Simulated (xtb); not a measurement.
A run for xtb: GFN2-xTB on CH4O4 (SMILES OC(O)(O)O).

```
$ xtb mol.xyz --gfn 2 --sp --chrg 0 --uhf 0
9

O     -0.01329532     0.97831888    -0.98750919
C      0.00009643    -0.00005422     0.00003823
O     -0.97896436     0.33535165     0.92825292
O     -0.21362870    -1.22286845    -0.62578986
O      1.20628140    -0.09099012     0.68518032
H     -0.07514385     1.83501629    -0.54650046
H     -0.83760666    -0.21302582     1.71025274
H     -0.92963072    -1.10199129    -1.26215919
H      1.84189181    -0.51975692     0.09833449
```

Predict the final total energy.

-20.4665 hartree.
